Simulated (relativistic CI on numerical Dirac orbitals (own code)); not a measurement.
Slater and spin-orbit integrals, Rh19+

Calculated at this level of theory: Dirac-Coulomb-Breit CI, orbitals from a KLI potential per configuration, QED by a radiative potential, unscaled Slater integrals (own radial code, finite nucleus).

Slater integrals F^k, G^k are unscaled and averaged over j, outside the closed core [Ne]; ζ comes from projecting the Hamiltonian with its Breit term on Σ l·s of the shell.

- 3s2 3p6 3d8: F^2(3d,3d) = 288210, F^4(3d,3d) = 184580, ζ(3d) = 16601 cm⁻¹; <r>(3d) = 0.3476, <r^2>(3d) = 0.1422 (bohr units).
- 3s2 3p5 3d9: ζ(3p) = 143000, F^2(3p,3d) = 263130, G^1(3p,3d) = 298380, G^3(3p,3d) = 193230, ζ(3d) = 16342 cm⁻¹; <r>(3p) = 0.3757, <r^2>(3p) = 0.1633, <r>(3d) = 0.3484, <r^2>(3d) = 0.1429 (bohr units).
- 3s2 3p4 3d10: F^2(3p,3p) = 264740, ζ(3p) = 142940 cm⁻¹; <r>(3p) = 0.3762, <r^2>(3p) = 0.1637 (bohr units).

Q: Give the Racah parameters of the d shell in 3s2 3p6 3d8.

A: B = F²/49 − 5F⁴/441 = 3789 cm⁻¹ and C = 35F⁴/441 = 14649 cm⁻¹.

Averages of the first 10 configurations, taken without configuration mixing, which lowers the lowest level and can move excited configurations by several eV; other configurations of the list can lie among them:

```csv
Configuration,Parity,States,Average energy above the lowest level (eV)
3s2 3p6 3d8,even,45,8.0
3s2 3p5 3d9,odd,60,199.3
3s2 3p4 3d10,even,15,394.5
3s 3p6 3d9,even,20,322.6
3p6 3d10,even,1,642.3
3s2 3p6 3d7 4s,even,240,349.4
3s 3p5 3d10,odd,12,512.6
3s2 3p6 3d7 4p,odd,720,391.0
3s2 3p6 3d7 4d,even,1200,453.6
3s2 3p6 3d7 4f,odd,1680,514.0
```
